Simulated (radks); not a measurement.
The numbers below are computed, except where a source is named.
All-electron atom: the bismuth ion Bi34+ in [Kr] 4d10 4f3 (the NIST ground configuration). Level of theory: non-relativistic Kohn-Sham, PBE, spin-polarised, spherical densities, point nucleus; open shells are filled with parallel spins first (spin-orbit coupling, left out, can overturn this in heavy ions); relativity is left out, which matters for an element this heavy (a radial shooting solver on a logarithmic mesh with Libxc functionals).

Normalised radial functions P(r) = r R(r), r in bohr:

| r | 4p up | 4d down | 4f down |
|---|---|---|---|
| 0.001319 | 0.0053 | 0.0000 | 0.0000 |
| 0.001499 | 0.0068 | 0.0001 | 0.0000 |
| 0.001717 | 0.0088 | 0.0001 | 0.0000 |
| 0.001952 | 0.0113 | 0.0001 | 0.0000 |
| 0.002218 | 0.0144 | 0.0002 | 0.0000 |
| 0.002521 | 0.0184 | 0.0003 | 0.0000 |
| 0.002865 | 0.0234 | 0.0004 | 0.0000 |
| 0.003283 | 0.0302 | 0.0006 | 0.0000 |
| 0.003731 | 0.0382 | 0.0008 | 0.0000 |
| 0.00424 | 0.0483 | 0.0012 | 0.0000 |
| 0.004819 | 0.0609 | 0.0017 | 0.0000 |
| 0.005521 | 0.0777 | 0.0025 | 0.0000 |
| 0.006275 | 0.0972 | 0.0037 | 0.0000 |
| 0.007132 | 0.1210 | 0.0052 | 0.0001 |
| 0.008106 | 0.1500 | 0.0075 | 0.0001 |
| 0.009213 | 0.1847 | 0.0107 | 0.0002 |
| 0.01056 | 0.2288 | 0.0155 | 0.0003 |
| 0.012 | 0.2777 | 0.0219 | 0.0004 |
| 0.01363 | 0.3339 | 0.0307 | 0.0007 |
| 0.0155 | 0.3973 | 0.0429 | 0.0011 |
| 0.01761 | 0.4670 | 0.0594 | 0.0017 |
| 0.02018 | 0.5458 | 0.0834 | 0.0028 |
| 0.02293 | 0.6210 | 0.1136 | 0.0044 |
| 0.02607 | 0.6922 | 0.1533 | 0.0070 |
| 0.02963 | 0.7526 | 0.2045 | 0.0109 |
| 0.03367 | 0.7934 | 0.2694 | 0.0168 |
| 0.03858 | 0.8034 | 0.3551 | 0.0264 |
| 0.04384 | 0.7694 | 0.4526 | 0.0399 |
| 0.04983 | 0.6819 | 0.5658 | 0.0597 |
| 0.05664 | 0.5325 | 0.6915 | 0.0881 |
| 0.06437 | 0.3181 | 0.8233 | 0.1282 |
| 0.07375 | 0.0259 | 0.9580 | 0.1875 |
| 0.08382 | -0.2908 | 1.0632 | 0.2633 |
| 0.09526 | -0.6154 | 1.1271 | 0.3625 |
| 0.1083 | -0.9029 | 1.1266 | 0.4884 |
| 0.1231 | -1.0997 | 1.0388 | 0.6424 |
| 0.141 | -1.1504 | 0.8299 | 0.8352 |
| 0.1602 | -1.0077 | 0.5178 | 1.0376 |
| 0.1821 | -0.6690 | 0.1050 | 1.2486 |
| 0.207 | -0.1620 | -0.3765 | 1.4509 |
| 0.2352 | 0.4443 | -0.8746 | 1.6228 |
| 0.2695 | 1.0852 | -1.3490 | 1.7465 |
| 0.3063 | 1.5708 | -1.6755 | 1.7855 |
| 0.3482 | 1.8523 | -1.8346 | 1.7351 |
| 0.3957 | 1.8902 | -1.8076 | 1.5935 |
| 0.4533 | 1.6873 | -1.5971 | 1.3590 |
| 0.5152 | 1.3438 | -1.2837 | 1.0880 |
| 0.5856 | 0.9502 | -0.9304 | 0.8046 |
| 0.6656 | 0.5928 | -0.6033 | 0.5441 |
| 0.7564 | 0.3230 | -0.3461 | 0.3322 |
| 0.8667 | 0.1436 | -0.1649 | 0.1727 |
| 0.985 | 0.0562 | -0.0698 | 0.0810 |
| 1.119 | 0.0182 | -0.0247 | 0.0324 |
| 1.272 | 0.0047 | -0.0072 | 0.0109 |
| 1.446 | 0.0010 | -0.0017 | 0.0030 |
| 1.657 | 0.0001 | -0.0003 | 0.0006 |
| 1.883 | 0.0000 | 0.0000 | 0.0001 |
| 2.14 | 0.0000 | 0.0000 | 0.0000 |

4p up: eigenvalue -1778.1 eV, 2 radial nodes at r = 0.0746, 0.214 bohr, <r> = 0.392 bohr, 90 % of the charge inside 0.560 bohr. 4d down: eigenvalue -1580.0 eV, 1 radial node at r = 0.187 bohr, <r> = 0.384 bohr, 90 % of the charge inside 0.561 bohr. 4f down (empty): eigenvalue -1329.9 eV, 0 radial nodes, <r> = 0.359 bohr, 90 % of the charge inside 0.539 bohr.
